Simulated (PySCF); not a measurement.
Precursor series Zn NH2-Br. Gas-phase values, no solvent. One relaxed conformer stands for each flexible species; it need not be the lowest.

The LUMO from two functionals at the same geometries (PBE-D3(BJ)/def2-SVP), both in PySCF: PBE-D3(BJ)/def2-TZVP and TPSSh-D3(BJ)/def2-TZVP. 

| species | PBE-D3(BJ)/def2-TZVP (eV) | TPSSh-D3(BJ)/def2-TZVP (eV) |
|---|---|---|
| 0 of 2 NH2 replaced by Br ([Zn(NH2)2]) | -1.22 | -0.74 |
| 1 of 2 NH2 replaced by Br ([Zn(NH2)(Br)]) | -1.96 | -1.45 |
| 2 of 2 NH2 replaced by Br | -2.74 | -2.23 |

Over these rows, drawn at random from the members with no instability flagged (it was tested for open shells, ions and some series alone), PBE minus TPSSh-D3(BJ): mean -0.50 eV, from -0.51 eV to -0.48 eV.
